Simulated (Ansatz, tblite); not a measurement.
Cost and result up the ladder for the cluster Sn2Br4 (6 atoms). The state is a singlet with charge 0. Geometry: PBE0-D4/def2-SVP.

```csv
atom,x (Å),y (Å),z (Å)
Sn1,-0.692,-0.679,1.225
Sn2,0.508,1.339,-1.756
Br3,1.494,1.052,0.806
Br4,-1.762,2.189,-0.879
Br5,-0.274,-1.296,-1.495
Br6,0.727,-2.605,2.099
```

Ansatz on 4 threads of Arm Neoverse V1 on a shared host; xTB runs through tblite on one thread. Times are rough, summed over both states, and most runs start from the orbitals of an earlier one. PBE0-D4/def2-SVP serves as the yardstick here, not as an exact answer. The other state is a doublet.

In the def2 sets Sn takes a core potential; there is no spin–orbit coupling. The xTB rows come from tblite. The structure comes from a short search, and lower isomers may exist.

Raw xTB energies of ions are shifted by several eV.

| level | functions | vertical IE (eV) | difference from PBE0-D4/def2-SVP (eV) |
| --- | --- | --- | --- |
| PBE-D4/def2-SVP | 180 | 8.62 | -0.42 |
| GFN1-xTB | 54 | 13.79 | 4.75 |
| PBE0-D4/def2-SVP | 180 | 9.04 | 0.00 |
| GFN2-xTB | 54 | 14.15 | 5.11 |

Q: Estimate how long each takes.

A: GFN1-xTB 0.021 s; GFN2-xTB 0.046 s; PBE-D4/def2-SVP 10 s; PBE0-D4/def2-SVP 24 s. On shared hardware such times vary by a factor of up to 3.
